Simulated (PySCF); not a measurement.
# As²⁺: excitation energy

As²⁺ [Ar] 3d10 4s2 4p1 (2P) → As²⁺ [Ar] 3d10 4s1 4p1 5s1 (4P), as a difference of total energies. Calculation: PySCF 2.14, in x2c-TZVPPall with one added diffuse shell each of s, p, d type (7s6p5d1f, 57 functions); scalar relativity by spin-free X2C-1e. Correlated levels: valence: [Ar] 3d10 frozen; valence and next inner shell: [Ne] frozen. The calculations carry no spin-orbit coupling.

```
                                method  excitation energy (eV)
                                   UHF                  20.911
                                  PBE0                  22.408
                             BHandHLYP                  22.658
                                 HSE06                  22.450
                                 wB97X                  23.069
                         MP2 (valence)                  21.744
                     SCS-MP2 (valence)                  22.052
    MP2 (valence and next inner shell)                  22.055
SCS-MP2 (valence and next inner shell)                  22.291
```

How much does correlation contribute at MP2 (valence and next inner shell)?

22.055 − (20.911) = 1.144 eV, measured against UHF.

A first-order spin-orbit estimate (lowest level to lowest level, LS coupling) adds 0.016 eV.

The promoted electron is Rydberg-like, and one or two diffuse shells describe it only roughly, which tends to raise the upper state.

The Hartree-Fock determinant of the upper state isn't an eigenfunction of L²: it has lost the atom's symmetry, so its energy isn't that of a pure term.
